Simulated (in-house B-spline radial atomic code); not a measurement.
How numerical settings move a run on the bismuth ion Bi²⁺, [Xe] 4f14 5d10 6s2 6p1. Computed with an all-electron radial atomic-structure program (B-spline basis): Dirac-Kohn-Sham LDA VWN5, spherical fractional occupations, Fermi nucleus of rms radius 5.5211 fm.

Command:
```bash
python run_scf.py task.json out
```
Settings of the sound reference run:
```
Z                83
electrons        81
configuration    [Xe] 4f14 5d10 6s2 6p1
hamiltonian      dirac
method           lda,vwn
spin_polarised   False
nucleus          fermi
rms_radius       5.5211
mass_number      209
atomic_mass      208.9804
speed_of_light   137.036
knot_spacing     0.22
spline_order     8
gauss_points     12
box_radius       22.22
max_iterations   70
damping          0.5
damped_steps     3
diis_vectors     10
tolerance        1e-08
start            Thomas-Fermi
```

Time taken, with all properties: 1.6 s on 1 thread of Arm Neoverse V1, with other jobs on the host.

It converges in 9 iterations to -21562.515390 hartree, with 6p3/2 at -18.812 eV. The other runs change the listed settings, some to values that make no sense; their results aren't properties of the atom or ion. Radii are in bohr (the nuclear one in fm), a minus after a letter asks for a j subshell, and «unchanged» means within 1e-8 hartree. The run stops when the residual is below 10 × tolerance × max(1, Z/10), or a noise floor if that is larger, and the energy moves by less than 1e-8 × √|E| hartree; so very loose and very tight tolerances often act alike.

```tsv
changed settings	outcome
spline_order = 7	converged in 10 iterations, energy +1.02e-06 hartree from the reference, 6p3/2 level +1.9e-05 eV
max_iterations = 50, damping = 0.95, diis_vectors = 20, tolerance = 1e-13	converged in 11 iterations, energy unchanged, 6p3/2 level +1.9e-05 eV
method = hf, spin_polarised = True	stopped with error: spin polarisation is not served with the Dirac Hamiltonian
max_iterations = 12	converged in 9 iterations, energy unchanged
spline_order = 4	converged in 10 iterations, energy +1.77e-02 hartree from the reference, 6p3/2 level +1.8e-04 eV
max_iterations = 2	not converged after 2 iterations, last residual 1.7e-01, last energy +4.87e-01 hartree from the reference
knot_spacing = 1, max_iterations = 100, start = bare nucleus	converged in 11 iterations, energy +7.47e+01 hartree from the reference, 6p3/2 level +6.2e-03 eV (the program warns: 3s1/2 reaches the box edge; 3p1/2 reaches the box edge)
max_iterations = 8	not converged after 8 iterations, last residual 1.3e-05, last energy -2.00e-09 hartree from the reference
spline_order = 5	converged in 9 iterations, energy +6.40e-04 hartree from the reference, 6p3/2 level +5.2e-06 eV
spline_order = 6	converged in 9 iterations, energy +3.19e-05 hartree from the reference
knot_spacing = 0.3, max_iterations = 100, damped_steps = 1	converged in 8 iterations, energy +1.17e-04 hartree from the reference, 6p3/2 level -1.6e-06 eV
spline_order = 3	converged in 9 iterations, energy +8.41e-01 hartree from the reference, 6p3/2 level +6.8e-03 eV
electrons = 82, configuration = [Xe] 4f14 5d10 6s2 6p1 7p-1, max_iterations = 60	converged in 10 iterations to -21562.7501 hartree, a different physical problem (warning: 7p1/2 reaches the box edge)
gauss_points = 6, box_radius = 44.44, max_iterations = 60	converged in 9 iterations, energy +2.50e-08 hartree from the reference
```

(1) What happens with spline_order = 10?

(2) What happens with first_knot = 0.0012, max_iterations = 75, damped_steps = 8?

(3) What happens with damping = 0.8?

(4) What happens with max_iterations = 3?

Results:

(1) Converged in 9 iterations, energy +4.79e-07 hartree from the reference.

(2) Converged in 11 iterations, energy +1.33e+00 hartree from the reference, 6p3/2 level -4.7e-04 eV.

(3) Converged in 10 iterations, energy unchanged, 6p3/2 level +1.8e-05 eV.

(4) Not converged after 3 iterations, last residual 2.3e-02, last energy +1.11e-02 hartree from the reference.
